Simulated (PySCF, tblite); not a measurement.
C7H13FSi2.
Numbering: `[CH:1]#[C:2][CH2:3][CH2:4][Si:5]1([CH2:6][F:7])[CH2:8][SiH2:9][CH2:10]1` (hydrogens: H11 on C1; H12, H13 on C3; H14, H15 on C4; H16, H17 on C6; H18, H19 on C8; H20, H21 on Si9; H22, H23 on C10)

Geometry (GFN2-xTB, Å), atoms numbered from 1 in this order:
```
atom  x, y, z in Å
C1     2.9820   -0.9749    1.1399
C2     2.5909   -0.7970    0.0229
C3     2.0912   -0.5979   -1.3205
C4     0.5814   -0.8485   -1.4009
Si5   -0.4233    0.2542   -0.2131
C6     0.3727    2.0047   -0.1321
F7     0.6496    2.4742   -1.4037
C8    -2.3185    0.2916   -0.5296
Si9   -2.6872   -0.3257    1.2494
C10   -0.7945   -0.3995    1.5532
H11    3.3393   -1.1258    2.1144
H12    2.3099    0.4265   -1.6317
H13    2.6218   -1.2740   -1.9987
H14    0.3787   -1.8969   -1.1785
H15    0.2594   -0.6744   -2.4285
H16    1.3225    2.0012    0.4073
H17   -0.2880    2.7402    0.3304
H18   -2.6593   -0.3802   -1.3121
H19   -2.7282    1.2696   -0.7638
H20   -3.3943    0.6481    2.0830
H21   -3.3599   -1.6239    1.3112
H22   -0.4387    0.2317    2.3620
H23   -0.4123   -1.3964    1.7496
```

Level of theory: PBE0/pcSseg-1 in PySCF (dipole) on a GFN2-xTB geometry, gas phase.

Take the most abundant isotopes and a rigid rotor. The values belong to one conformer with, in the numbering `[CH:1]#[C:2][CH2:3][CH2:4][Si:5]1([CH2:6][F:7])[CH2:8][SiH2:9][CH2:10]1`, C2–C3–C4–Si5 57°, C3–C4–Si5–C6 37°, C4–Si5–C6–F7 47°.

(1) Give the principal moments of inertia and the rotational constants in GHz.

(2) What kind of rotor is it?

(3) Is it planar, by Δ = Ic − Ia − Ib?

(4) Give the other two planar moments, Paa and Pbb, and the rms extents of the mass along the axes.

(5) Predict some low-J microwave lines.

(6) Estimate the classical rotational partition function at 50 K, 298.15 K and 500 K.

## Answers

(1) Ia = 400.93, Ib = 744.78, Ic = 917.24 u·Å²; 505379 MHz·u·Å²/I gives 1261, 678.6 and 551.0 MHz, that is A = 1.2605, B = 0.6786, C = 0.5510 GHz.

(2) An asymmetric top: κ = (2 × 678.6 − 1261 − 551.0)/(1261 − 551.0) = -0.64.

(3) Not planar: Δ = Ic − Ia − Ib = -228.46 u·Å². For a rigid frame Δ = −2 Σ m c², so Σ m c² = 114.23 u·Å² lies off the ab plane: 30.95 from hydrogen and 83.28 from heavier atoms. The atom farthest from that plane is 2.27 Å away.

(4) Paa = Σ m a² = (Ib + Ic − Ia)/2 = 630.54 and Pbb = Σ m b² = (Ia + Ic − Ib)/2 = 286.69 u·Å². With the mass M = 172.05 u, the rms extents √(P/M) along a, b and c are 1.91, 1.29, 0.81 Å.

(5) The dipole components are |μa| = 0.29 D, |μb| = 1.00 D, |μc| = 0.05 D. The squared components, which scale the intensities, stand as 0.09 : 1.00 : 0.00 (a : b : c). Some lines, for components of 0.1 D or more:

```tsv
type	branch	J(Ka,Kc)	MHz	lower level (cm⁻¹)
a	Q	3(1,2) ← 3(1,3)	764	0.254
b	Q	3(1,2) ← 3(0,3)	1107	0.243
a	R	1(0,1) ← 0(0,0)	1230	0.000
b	Q	3(2,1) ← 3(1,2)	1659	0.280
b	Q	2(2,0) ← 2(1,1)	1765	0.151
b	R	1(1,1) ← 0(0,0)	1812	0.000
b	R	2(0,2) ← 1(1,1)	1858	0.060
b	Q	2(2,1) ← 2(1,2)	2129	0.138
b	Q	3(2,2) ← 3(1,3)	2331	0.254
a	R	2(1,2) ← 1(1,1)	2332	0.060
a	R	2(0,2) ← 1(0,1)	2440	0.041
a	R	2(1,1) ← 1(1,0)	2587	0.065
b	R	3(0,3) ← 2(1,2)	3143	0.138
b	Q	3(3,0) ← 3(2,1)	3150	0.335
a	R	3(1,3) ← 2(1,2)	3486	0.138
a	R	3(2,2) ← 2(2,1)	3689	0.209
a	R	3(2,1) ← 2(2,0)	3761	0.210
a	R	3(1,2) ← 2(1,1)	3867	0.151
b	R	3(1,3) ← 2(0,2)	3959	0.122
b	R	2(2,0) ← 1(1,1)	4479	0.060
b	R	3(2,1) ← 2(1,2)	5909	0.138
b	R	3(3,1) ← 2(2,0)	6910	0.210
b	R	3(3,0) ← 2(2,1)	6930	0.209
```

(6) Point group C1, symmetry number σ = 1; q = (√π/σ)·√((kT/h)³/(ABC)), k/h = 20836.6 MHz/K: 86800 at 50 K, 1260000 at 298.15 K, 2750000 at 500 K.

Its GFN2-xTB frequencies are all real (lowest 25 cm⁻¹). These are rigid-rotor constants of the computed structure; measured ground-state constants (B0) also hold zero-point vibration.

The run took 66 s on an Arm Neoverse V2 with one thread, shared host with 32 logical CPUs at a one-minute load of 28, and the process peaked at 1.2 GiB of memory. This is the PBE0/pcSseg-1 job that gave the dipole, with the shieldings it also computed.
